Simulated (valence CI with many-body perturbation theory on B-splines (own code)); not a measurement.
Sm XXXII: electric-dipole lines

Method: valence CI with perturbative core correlation (CI+MBPT): three valence electrons over a frozen Dirac-Fock core [Ar] 3d10, radial functions for each j: 11 s, 11 p, 9 d, 7 f, 5 g, 2 h, 1 i, with the one-electron correlation potential Σ1 (screened to all orders), the two-electron term Σ2, the three-electron term Σ3, Breit, model QED; selected single and double excitations, second order for the rest (own B-spline code, finite nucleus).

The last digits are not significant, and no measured levels were compared; by estimate large intervals hold to a few tenths of a per cent, small ones and those within an open d or f shell to about a per cent.

Lines 51 to 100 of 248 in falling wavelength, among levels below 2930900 cm⁻¹, chosen from the strongest by gf and those to the six lowest levels. Wavelengths and rates use the calculated energies. Electric multipoles are in the length gauge, E1 and E2 with the static RPA response of the core. Weak lines are less certain than strong ones. Lines between different terms over intervals too small for the method are left out, as are lines whose strength nearly cancels. Where a level lies close to another of its J and parity, the split of strength between their lines is uncertain. The highest levels of a list are the least certain.

Levels are named by their leading jj configuration (3d3/2^4 stands for four electrons in 3d with j = 3/2), which in mixed levels can hold well under half, so a name can repeat and another be missing. Letters in brackets count levels of one name in rising energy.

| λ vac (nm) | Upper | Lower | A (s⁻¹) | S (a.u.) with core polarisation | S without |
| --- | --- | --- | --- | --- | --- |
| 11.79 | (4p1/2 4p3/2^2) J=5/2 | (4s 4p1/2 4p3/2) J=3/2 [b] | 6.59e+09 | 3.20e-02 | 3.45e-02 |
| 11.67 | (4s 4p1/2 4d3/2) J=3/2 [a] | (4s 4p1/2 4p3/2) J=5/2 | 1.08e+10 | 3.37e-02 | 3.62e-02 |
| 11.66 | (4p1/2 4p3/2 4d3/2) J=7/2 | (4p1/2 4p3/2^2) J=5/2 | 1.53e+10 | 9.58e-02 | 1.03e-01 |
| 11.62 | (4s 4p3/2 4d3/2) J=5/2 [b] | (4s^2 4d3/2) J=3/2 | 5.73e+10 | 2.66e-01 | 2.87e-01 |
| 11.59 | (4p1/2 4p3/2 4d5/2) J=9/2 | (4s 4p1/2 4d5/2) J=7/2 | 3.77e+10 | 2.89e-01 | 3.11e-01 |
| 11.48 | (4p1/2 4p3/2 4d3/2) J=5/2 [b] | (4s 4p1/2 4d5/2) J=7/2 | 1.53e+10 | 6.87e-02 | 7.37e-02 |
| 11.46 | (4s 4p1/2 4d3/2) J=5/2 | (4s 4p1/2 4p3/2) J=5/2 | 4.78e+09 | 2.13e-02 | 2.30e-02 |
| 11.39 | (4p1/2 4p3/2 4d5/2) J=1/2 | (4s 4p1/2 4d5/2) J=3/2 | 6.34e+10 | 9.25e-02 | 9.92e-02 |
| 11.31 | (4p1/2 4p3/2 4d3/2) J=5/2 [b] | (4s 4p1/2 4d3/2) J=3/2 [b] | 2.15e+10 | 9.21e-02 | 9.91e-02 |
| 11.29 | (4p1/2^2 4d3/2) J=3/2 | (4p1/2^2 4p3/2) J=3/2 | 2.33e+10 | 6.62e-02 | 7.08e-02 |
| 11.26 | (4p1/2 4p3/2 4d3/2) J=3/2 [a] | (4p1/2 4p3/2^2) J=3/2 | 2.32e+10 | 6.54e-02 | 7.00e-02 |
| 11.23 | (4p1/2 4p3/2^2) J=3/2 | (4s 4p1/2 4p3/2) J=5/2 | 1.63e+10 | 4.56e-02 | 4.90e-02 |
| 11.16 | (4p1/2 4p3/2 4d5/2) J=5/2 [a] | (4s 4p1/2 4d5/2) J=7/2 | 1.48e+10 | 6.09e-02 | 6.54e-02 |
| 11.16 | (4s 4p3/2 4d3/2) J=1/2 [b] | (4s^2 4d3/2) J=3/2 | 8.37e+10 | 1.15e-01 | 1.23e-01 |
| 11.13 | (4s 4p3/2 4d3/2) J=3/2 [b] | (4s 4p3/2^2) J=3/2 | 7.57e+10 | 2.06e-01 | 2.21e-01 |
| 11.13 | (4s 4p1/2 4p3/2) J=3/2 [b] | (4s^2 4p1/2) J=1/2 | 9.44e+10 | 2.57e-01 | 2.75e-01 |
| 11.11 | (4p1/2 4p3/2 4d5/2) J=3/2 [b] | (4s 4p1/2 4d5/2) J=5/2 [b] | 9.72e+10 | 2.63e-01 | 2.82e-01 |
| 11.11 | (4p1/2 4p3/2^2) J=1/2 | (4s 4p1/2 4p3/2) J=3/2 [b] | 1.15e+11 | 1.56e-01 | 1.67e-01 |
| 11.09 | (4p1/2 4p3/2 4d3/2) J=5/2 [a] | (4s 4p1/2 4d3/2) J=3/2 [a] | 2.48e+10 | 1.00e-01 | 1.08e-01 |
| 11.06 | (4s 4p1/2 4d3/2) J=3/2 [b] | (4s 4p1/2 4p3/2) J=3/2 [b] | 1.02e+10 | 2.73e-02 | 2.92e-02 |
| 11.05 | (4s 4p1/2 4d3/2) J=1/2 | (4s 4p1/2 4p3/2) J=3/2 [b] | 2.87e+10 | 3.82e-02 | 4.11e-02 |
| 11.05 | (4s 4p1/2 4d3/2) J=3/2 [a] | (4s 4p1/2 4p3/2) J=3/2 [a] | 2.61e+09 | 6.95e-03 | 7.51e-03 |
| 11.04 | (4p1/2 4p3/2 4d3/2) J=3/2 [a] | (4s 4p1/2 4d3/2) J=5/2 | 5.08e+10 | 1.35e-01 | 1.44e-01 |
| 11.03 | (4p1/2 4p3/2 4d3/2) J=7/2 | (4s 4p1/2 4d3/2) J=5/2 | 2.18e+10 | 1.16e-01 | 1.24e-01 |
| 11.00 | (4p1/2 4p3/2 4d5/2) J=5/2 [a] | (4s 4p1/2 4d3/2) J=3/2 [b] | 2.07e+10 | 8.16e-02 | 8.77e-02 |
| 10.99 | (4p1/2 4p3/2 4d5/2) J=7/2 [b] | (4s 4p1/2 4d5/2) J=7/2 | 3.03e+10 | 1.59e-01 | 1.71e-01 |
| 10.97 | (4s 4p1/2 4d5/2) J=5/2 [a] | (4s 4p1/2 4p3/2) J=3/2 [b] | 3.53e+09 | 1.38e-02 | 1.48e-02 |
| 10.96 | (4p1/2 4p3/2 4d3/2) J=3/2 [b] | (4s 4p1/2 4d3/2) J=3/2 [b] | 5.04e+10 | 1.31e-01 | 1.41e-01 |
| 10.94 | (4s 4p3/2^2) J=3/2 | (4s^2 4p3/2) J=3/2 | 1.17e+11 | 3.03e-01 | 3.25e-01 |
| 10.94 | (4p1/2^2 4p3/2) J=3/2 | (4s 4p1/2^2) J=1/2 | 5.95e+10 | 1.54e-01 | 1.65e-01 |
| 10.87 | (4p3/2^3) J=3/2 | (4s 4p3/2^2) J=5/2 | 2.70e+10 | 6.84e-02 | 7.36e-02 |
| 10.86 | (4s 4p1/2 4d3/2) J=5/2 | (4s 4p1/2 4p3/2) J=3/2 [a] | 2.54e+07 | 9.65e-05 | 1.04e-04 |
| 10.85 | (4p1/2 4p3/2^2) J=5/2 | (4s 4p1/2 4p3/2) J=5/2 | 5.91e+10 | 2.24e-01 | 2.40e-01 |
| 10.85 | (4p1/2 4p3/2 4d3/2) J=3/2 [a] | (4s 4p1/2 4d3/2) J=3/2 [a] | 5.42e+10 | 1.37e-01 | 1.47e-01 |
| 10.82 | (4s 4p3/2 4d5/2) J=3/2 | (4s^2 4d5/2) J=5/2 | 1.93e+11 | 4.82e-01 | 5.17e-01 |
| 10.82 | (4s 4p1/2 4p3/2) J=1/2 | (4s^2 4p1/2) J=1/2 | 2.23e+11 | 2.78e-01 | 2.99e-01 |
| 10.81 | (4s 4p3/2^2) J=1/2 | (4s^2 4p3/2) J=3/2 | 1.56e+11 | 1.95e-01 | 2.09e-01 |
| 10.80 | (4p1/2 4p3/2 4d3/2) J=1/2 [a] | (4s 4p1/2 4d3/2) J=3/2 [a] | 1.39e+11 | 1.73e-01 | 1.86e-01 |
| 10.74 | (4s 4p3/2 4d5/2) J=5/2 [b] | (4s^2 4d5/2) J=5/2 | 1.32e+11 | 4.86e-01 | 5.22e-01 |
| 10.72 | (4p1/2 4p3/2 4d5/2) J=5/2 [b] | (4s 4p1/2 4d5/2) J=5/2 [a] | 4.92e+10 | 1.80e-01 | 1.93e-01 |
| 10.71 | (4s 4p3/2 4d3/2) J=5/2 [b] | (4s 4p3/2^2) J=3/2 | 2.41e+10 | 8.75e-02 | 9.46e-02 |
| 10.65 | (4p1/2 4p3/2^2) J=3/2 | (4s 4p1/2 4p3/2) J=3/2 [a] | 9.64e+10 | 2.30e-01 | 2.47e-01 |
| 10.64 | (4p1/2 4p3/2 4d3/2) J=5/2 [b] | (4p1/2 4p3/2^2) J=5/2 | 2.69e+10 | 9.59e-02 | 1.03e-01 |
| 10.56 | (4s 4p3/2 4d3/2) J=7/2 | (4s 4p3/2^2) J=5/2 | 1.73e+10 | 8.05e-02 | 8.60e-02 |
| 10.53 | (4s 4p3/2 4d3/2) J=3/2 [a] | (4s 4p3/2^2) J=5/2 | 8.22e+10 | 1.90e-01 | 2.03e-01 |
| 10.36 | (4p1/2 4p3/2 4d5/2) J=5/2 [a] | (4p1/2 4p3/2^2) J=5/2 | 7.23e+10 | 2.38e-01 | 2.55e-01 |
| 10.33 | (4p1/2 4p3/2 4d3/2) J=3/2 [b] | (4p1/2 4p3/2^2) J=5/2 | 3.07e+10 | 6.68e-02 | 7.14e-02 |
| 10.31 | (4p1/2 4p3/2^2) J=5/2 | (4s 4p1/2 4p3/2) J=3/2 [a] | 1.81e+10 | 5.89e-02 | 6.28e-02 |
| 10.31 | (4s 4p3/2 4d3/2) J=1/2 [b] | (4s 4p3/2^2) J=3/2 | 1.45e+11 | 1.57e-01 | 1.69e-01 |
| 10.30 | (4p1/2 4p3/2 4d5/2) J=3/2 [a] | (4p1/2 4p3/2^2) J=3/2 | 5.92e+10 | 1.28e-01 | 1.36e-01 |
